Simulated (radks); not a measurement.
Results of a calculation; reference values are marked as such.
Charge is removed step by step from the 3d5/2 level of Ni+, starting from [Ar] 3d(3/2: 4, 5/2: 5). Level of theory: Dirac Kohn-Sham, LDA (Slater exchange, Perdew-Wang correlation), spin-unpolarised, spherical densities, finite nucleus; Fermi nuclear charge, rms radius 3.7757 fm (a radial shooting solver on a logarithmic mesh with Libxc functionals).

| removed (e) | E - E(0) (eV) | eigenvalue (eV) | E minus straight line (eV) |
|---|---|---|---|
| 0 | 0.000 | -13.202 | 0.000 |
| 0.125 | 1.757 | -14.919 | -0.817 |
| 0.25 | 3.732 | -16.699 | -1.416 |
| 0.375 | 5.934 | -18.540 | -1.788 |
| 0.5 | 8.370 | -20.440 | -1.926 |
| 0.625 | 11.046 | -22.396 | -1.823 |
| 0.75 | 13.971 | -24.408 | -1.472 |
| 0.875 | 17.151 | -26.473 | -0.867 |
| 1 | 20.592 | -28.590 | 0.000 |

Removing the whole electron costs 20.592 eV by Delta-SCF, against 13.202 eV from minus the eigenvalue at the starting occupation. Slater's transition state (half an electron removed) gives 20.440 eV. Integrating minus the eigenvalue over the occupation (Janak's theorem) gives 20.592 eV. The mean slope of the eigenvalue, de/dn, is 15.4 eV per electron. Ionisation energy of Ni+ in the NIST Atomic Spectra Database: 18.169 eV (measured).

Beside tabulated values, note that spin-unpolarised runs miss the spin-polarisation part of the exchange energy of open shells.
